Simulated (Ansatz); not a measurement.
A nudged elastic band was laid between two geometries of H2 + H4OSiZn (9 atoms, charge 0, multiplicity 1).

The calculation used RKS BHLYP-D4/def2-SVP (Ansatz).

```
movable images  : 5
climbing image  : yes
spring          : 5.0 eV/Å²
optimiser       : quadratic models (default)
start path      : through a guess of the saddle point
force threshold : 0.05 eV/Å
iteration limit : 60
end points      : relaxed
```

First end point:

```xyz
9
Properties=species:S:1:pos:R:3
Zn -0.043 -0.142 -0.637
Si 2.085 -0.500 0.325
O -1.617 0.231 -1.389
H -3.092 1.410 1.058
H -2.740 1.181 0.428
H 1.980 -1.297 1.574
H 2.744 0.787 0.665
H 2.981 -1.235 -0.603
H -2.299 -0.435 -1.421
```

Last end point:

```xyz
9
Properties=species:S:1:pos:R:3
Zn -2.009 0.392 -0.296
Si 1.274 -0.233 0.613
O -0.575 0.343 -1.355
H 0.007 0.283 1.201
H -3.243 0.456 0.591
H 2.161 -0.484 1.782
H 1.938 0.769 -0.240
H 1.056 -1.534 -0.049
H -0.609 0.008 -2.246
```

(1) Which bonds break or form, and what moves?

(2) Give the energies along the band, and the barrier.

(3) What is the geometry of the highest image?

## Answers

(1) Bonds broken: Zn1–Si2, H4–H5. Bonds formed: Zn1–H5, Si2–H4. H2 + H4OSiZn becomes H2OZn + H4Si.

(2) The run converged. The highest image is number 4 of 0 to 6, 2.35 eV above the first end and 2.48 eV above the last; the last end lies 0.14 eV below the first. Neighbouring images differ by up to 2.3 eV, so the band resolves the path poorly. A vibrational analysis at the climbing image gives one clearly imaginary mode, 1573i cm⁻¹: a first-order saddle point. The orbitals stay closed-shell, which can raise the energy where a bond breaks towards radicals; this wasn't checked here.

| image | path coordinate (Å) | energy (eV) | Zn1–Si2 (Å) | H4–H5 (Å) | Zn1–H5 (Å) |
| --- | --- | --- | --- | --- | --- |
| 0 | 0.00 | 0.00 | 2.36 | 0.76 | 3.19 |
| 1 | 1.41 | 0.00 | 2.36 | 0.76 | 3.06 |
| 2 | 2.83 | 0.04 | 2.36 | 0.75 | 2.68 |
| 3 | 4.24 | 0.19 | 2.36 | 0.75 | 2.72 |
| 4 | 5.65 | 2.35 | 2.65 | 1.18 | 1.72 |
| 5 | 7.41 | 0.02 | 3.49 | 2.64 | 1.52 |
| 6 | 9.17 | -0.14 | 3.46 | 3.31 | 1.52 |

(3) 
```xyz
9
Properties=species:S:1:pos:R:3:forces:R:3
Zn -1.026 0.111 -0.447 -0.02 0.00 -0.01
Si 1.401 -0.143 0.594 0.00 0.00 -0.01
O -1.504 0.223 -2.154 0.00 0.01 0.02
H -0.491 -0.013 1.052 0.01 0.01 0.03
H -1.664 0.089 1.154 0.00 -0.01 -0.01
H 1.655 -0.425 2.032 0.00 0.00 -0.01
H 2.107 1.116 0.244 0.00 -0.01 0.00
H 1.968 -1.266 -0.195 0.01 0.00 0.01
H -2.446 0.310 -2.280 0.00 0.00 -0.01
```

The run took 4.9 min on 2 threads of Intel(R) Xeon(R) Platinum 8488C (Sapphire Rapids) (shared host), peak memory 0.22 GiB.
